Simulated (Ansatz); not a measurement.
Two isomers of C8H16: A = `CC(C)=CC(C)(C)C`, B = `C=C(C)CC(C)(C)C`.

Program: Ansatz. Geometries: PBE0-D4/def2-TZVP. ΔE: electronic, gas phase. CBS: MP2 limit from def2 TZ/QZ plus the TZ coupled-cluster correction, frozen cores. DFT in def2-TZVPP. Each species was taken in one conformer, which may not be the lowest.

Which isomer does CCSD(T)/CBS put lower? Give the gap. (Best estimate.)

The calculation gave: B, by 1.4 kcal/mol.

Give E(B) − E(A) in kcal/mol with HF/def2-TZVPP, B2PLYP, PBE-D4, CCSD(T)/def2-SVP, CCSD(T)/def2-TZVPP, CCSD/def2-TZVPP, MP2/def2-TZVPP. (Estimate.)

Ansatz gave: HF/def2-TZVPP -0.9, B2PLYP -0.5, PBE-D4 -0.3, CCSD(T)/def2-SVP -1.3, CCSD(T)/def2-TZVPP -1.3, CCSD/def2-TZVPP -1.3, MP2/def2-TZVPP -1.2. None reverses the order clearly.

Largest T1 diagnostic: 0.009.

Leaving LDA and LC-ωPBE aside and taking each functional with its dispersion term where it has one, the values, not all of them listed here, spread over 1.1 kcal/mol, from ωB97M-V to PBE-D4. From BLYP to BHLYP (50 % exact exchange), in def2-TZVPP and without D4, E(B) − E(A) moves by −0.9 kcal/mol.
